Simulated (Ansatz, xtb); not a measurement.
# Isomers of CH10NSi2+ in order of energy

5 gas-phase structures of CH10NSi2+, found in a search over its isomers (lower ones may exist). Each was relaxed with GFN2-xTB; where two conformers were screened, the lower at r2SCAN-D4/def2-SVP is listed:

A. `C[Si@H]([NH3+])[SiH3]`, a singlet
B. `C[SiH2][NH2+][SiH3]`, a singlet
C. `[SiH3]C[NH2+][SiH3]`, a singlet
D. `C[NH2+][SiH2][SiH3]`, a singlet
E. `C[NH+]([SiH3])[SiH3]`, a singlet

Problem. Which do you expect lowest at r2SCAN-D4/def2-SVP, and how would the others follow?

Solution. Calculated order at r2SCAN-D4/def2-SVP: B (0.0), A (26.9), E (80.1), D (93.5), C (122.0) kJ/mol.

Energies above the lowest of each column, in kJ/mol; the last columns are at PBE0-D3(BJ)/def2-SVP geometries and were run for some of them only (a dash: not run or not comparable):

| structure | GFN2-xTB | HF/STO-3G | r2SCAN-D4/def2-SVP | PBE0-D3(BJ)/def2-SVP | CCSD(T)/def2-SVP + ΔMP2/def2-TZVPP |
| --- | --- | --- | --- | --- | --- |
| B | 9.9 | 0.0 | 0.0 | 0.0 | 0.0 |
| A | 124.6 | 75.9 | 26.9 | 16.1 | 36.9 |
| E | 0.0 | 63.6 | 80.1 | 78.8 | – |
| D | 110.5 | 115.5 | 93.5 | – | – |
| C | 87.4 | 129.0 | 122.0 | – | – |

CCSD(T)/def2-SVP + ΔMP2/def2-TZVPP puts B lowest of those it was run on; GFN2-xTB picks E. Some further structures that were screened fall inside this span and aren't listed. Flexible structures stand in one conformer each, not always the lowest. B keeps a small imaginary mode. Frequencies (PBE0-D3(BJ)/def2-SVP) were run for A, B alone. ΔMP2 is the change of the MP2 energy from the smaller to the larger basis.

Over these structures GFN2-xTB departs from r2SCAN-D4/def2-SVP by 47.5 kJ/mol on average once a common shift is removed. A GFN2-xTB relaxation took about 0.074 s and the r2SCAN-D4/def2-SVP energy about 1.4 s on a shared host (Ansatz 0.2.0, xtb 6.7.1).
